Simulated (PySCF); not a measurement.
## Does the structure fit the spectrum?

A compound C6H5N3 gives the data below (simulated from a calculation) and was assigned the structure `N#Cc1ccnc(N)c1`.

¹³C{¹H} NMR (computed): δ 148.0 (C), 135.8 (C), 132.7 (CH), 128.3 (CH), 127.4 (CH), 112.4 (CH).

¹H NMR (500 MHz, computed): δ 10.74 (br s, 1H), 8.39 (m, 1H), 7.67 (m, 1H), 7.64 (m, 1H), 7.57 (m, 1H).

- GIAO PBE0/pcSseg-1 shieldings
- spin–spin couplings from B3LYP/pcJ-1 (without the spin–dipole term)
- geometry: PBE0-D3(BJ)/def2-SVP
- code: PySCF 2.14
- one computed conformer, gas phase, relativity neglected

δ = σ(ref) − σ, references computed at the same level: TMS for ¹H and ¹³C.

(1) Compare with the shifts computed for the proposed structure, pairing carbons in order of shift.

(2) Which isomer fits?

## Answers

(1) Atom-mapped SMILES (the numbers label the heavy atoms): `[N:1]#[C:2][c:3]1[cH:4][cH:5][n:6][c:7]([NH2:8])[cH:9]1`. Each H is labelled by its parent atom.

```json
{"atom": "C7", "computed for proposal": "160.8", "given list": "148.0", "difference": "+12.8"}
{"atom": "C5", "computed for proposal": "156.0", "given list": "135.8", "difference": "+20.2"}
{"atom": "C3", "computed for proposal": "127.2", "given list": "132.7", "difference": "-5.5"}
{"atom": "C2", "computed for proposal": "123.4", "given list": "128.3", "difference": "-4.9"}
{"atom": "C4", "computed for proposal": "119.3", "given list": "127.4", "difference": "-8.1"}
{"atom": "C9", "computed for proposal": "111.6", "given list": "112.4", "difference": "-0.8"}
```

The rms difference is 10.7 ppm and the largest +20.2 ppm at C5 (aromatic CH next to a ring nitrogen). The carbon types in order of shift don't match either: C, CH, C, C, CH, CH for the proposal against C, C, CH, CH, CH, CH in the data. The proposal doesn't fit.

(2) `c1ccc2[nH]nnc2c1`.

1. Carbon types of the structure: 2 × C, 4 × CH, leaving 1 H on heteroatoms.
2. δC 148.0, 135.8: ring-fusion aromatic carbon.
3. δC 132.7, 128.3, 127.4, 112.4: aromatic CH.
4. δH 10.74: hydrogen on a pyrrole-type ring nitrogen; exchangeable; this is the value without hydrogen bonding to other molecules.
5. δH 8.39, 7.67, 7.64, 7.57: hydrogen on an aromatic CH; it sits in the deshielding region of the aromatic ring current.

The data come from this structure; uniqueness wasn't tested.

The OH or NH signal is concentration- and solvent-dependent in practice; the value given is the gas-phase one. Splittings below 1 Hz are ignored in the labels, and close J values are merged. Unscaled 3J(H,H) at this level run about 10 % above measured values. Shifts are as computed. Against solution values, carbons near 30 ppm lie about +2 ppm off and those near 130 ppm about +5 ppm. Of 1211 compounds with measured shifts, 218 miss one by over three times the rms of a fit or turn the order of signals round; such compounds aren't used in these exercises.
